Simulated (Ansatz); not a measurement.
Consider the redistribution: `C=C[SiH](F)S[SiH2]Cl` + `CO[SiH2]O[SiH3]` → `CO[SiH](F)S[SiH2]Cl` + `C=C[SiH2]O[SiH3]`.

Program: Ansatz. Geometries: PBE0-D4/def2-TZVP. ΔE: electronic, gas phase. CCSD(T)/CBS is the MP2 limit (def2-TZVPP, def2-QZVPP) plus CCSD(T) − MP2 in def2-TZVPP, frozen cores. Functionals use def2-TZVPP. Each species was taken in one conformer, which may not be the lowest.

`C=C[SiH](F)S[SiH2]Cl`:

```xyz
13

C     1.724    1.152   -0.192
C     0.419    1.313    0.009
Si   -0.471    0.495    1.399
F     0.606   -0.350    2.225
S    -2.036   -0.782    0.715
Si   -1.034   -1.738   -0.898
Cl   -1.174   -0.664   -2.642
H     2.329    0.533    0.464
H     2.241    1.628   -1.020
H    -0.150    1.934   -0.681
H    -1.130    1.430    2.336
H     0.401   -1.926   -0.601
H    -1.727   -3.025   -1.115
```

`CO[SiH2]O[SiH3]`:

```xyz
13

C    -1.997    0.616   -0.634
O    -0.690    0.952   -1.043
Si    0.514   -0.135   -1.226
O     0.967   -0.799    0.195
Si    1.517   -0.470    1.701
H    -2.659    1.447   -0.882
H    -2.362   -0.283   -1.143
H    -2.039    0.446    0.447
H     1.639    0.620   -1.818
H     0.060   -1.262   -2.079
H     2.097   -1.712    2.266
H     2.558    0.591    1.655
H     0.395   -0.013    2.561
```

`CO[SiH](F)S[SiH2]Cl`:

```xyz
13

C     0.448   -2.691   -0.013
O     0.240   -1.655   -0.952
Si   -0.377   -0.189   -0.684
F    -1.928   -0.288   -0.334
S     0.621    0.687    0.984
Si   -0.050    2.683    0.695
Cl    1.198    3.729   -0.551
H     0.942   -3.514   -0.528
H     1.087   -2.355    0.809
H    -0.502   -3.046    0.395
H    -0.247    0.605   -1.915
H    -1.395    2.691    0.078
H    -0.036    3.344    2.016
```

`C=C[SiH2]O[SiH3]`:

```xyz
13

C    -1.364   -0.860   -1.396
C    -1.817   -0.338   -0.260
Si   -0.767    0.689    0.871
O     0.745    0.813    0.260
Si    2.260    0.203    0.266
H    -1.991   -1.462   -2.047
H    -0.342   -0.703   -1.727
H    -2.853   -0.525    0.019
H    -0.713    0.065    2.223
H    -1.329    2.058    1.007
H     3.232    1.323    0.313
H     2.459   -0.678    1.447
H     2.481   -0.586   -0.974
```

Task: Is it downhill or uphill in electronic energy at CCSD(T)/CBS, and by how much? (Estimate.)

Result: Ansatz gave: Uphill: ΔE = +5.2 kJ/mol.

Task: What do these levels give: r2SCAN-D4, PBE0-D4, ωB97X-V, PBE, PBE0, MP2/def2-TZVPP, SCS-MP2/def2-TZVPP, CCSD/def2-TZVPP, HF/def2-QZVPP, HF/CBS(def2), MP2/CBS(def2), CCSD/CBS(def2)? (Best estimate.)

Result: The calculation gave: r2SCAN-D4 4.8, PBE0-D4 5.8, ωB97X-V 5.1, PBE 3.7, PBE0 3.3, MP2/def2-TZVPP 7.6, SCS-MP2/def2-TZVPP 6.5, CCSD/def2-TZVPP 4.6, HF/def2-QZVPP 0.3, HF/CBS(def2) 0.2, MP2/CBS(def2) 7.1, CCSD/CBS(def2) 4.1 kJ/mol.

Largest T1 diagnostic among the species: 0.011.

The D4 term adds +3.8 kJ/mol with B3LYP and +2.5 kJ/mol with PBE0; it sums over pairs of atoms, weighted by their polarisabilities, and B3LYP, whose exchange is more repulsive, gets the larger term. In def2-TZVPP, CCSD(T) changes the Hartree–Fock value by +4.9 kJ/mol (the triples alone add +1.0 kJ/mol) and MP2 by +6.8 kJ/mol.

B3LYP here is the variant with VWN-RPA as its local correlation; programs differ in this.
